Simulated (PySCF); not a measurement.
SMILES c1(C#C)cccc(c1)N (C₈H₇N) (GFN2-xTB optimised geometry):

```
16

C     -1.959     2.897     0.006
C     -1.366     1.853    -0.002
C     -0.667     0.621    -0.004
C      0.728     0.608    -0.006
C      1.394    -0.603    -0.005
C      0.694    -1.794     0.000
C     -0.702    -1.794     0.000
N     -1.404    -2.981    -0.071
C     -1.376    -0.575     0.000
H     -2.474     3.810     0.006
H      1.272     1.541    -0.007
H      2.474    -0.621    -0.003
H      1.222    -2.737     0.002
H     -2.370    -2.947     0.212
H     -0.911    -3.810     0.218
H     -2.457    -0.558     0.002
```

Computed with PBE0/def2-TZVP run with PySCF.

**Question.** What are the frontier orbital energies and the dipole moment?

**Answer.** HOMO-2 -7.92 eV, HOMO-1 -6.85 eV, HOMO -6.05 eV, LUMO -0.82 eV, LUMO+1 0.14 eV; dipole moment 2.27 D.

Meta-Löwdin charges at PBE0/def2-TZVP: C1 -0.22, C2 -0.02, C3 0.01, C4 -0.15, C5 -0.11, C6 -0.17, C7 0.13, N8 -0.45, C9 -0.17, H10 0.17, H11 0.13, H12 0.13, H13 0.12, H14 0.24, H15 0.24, H16 0.12.
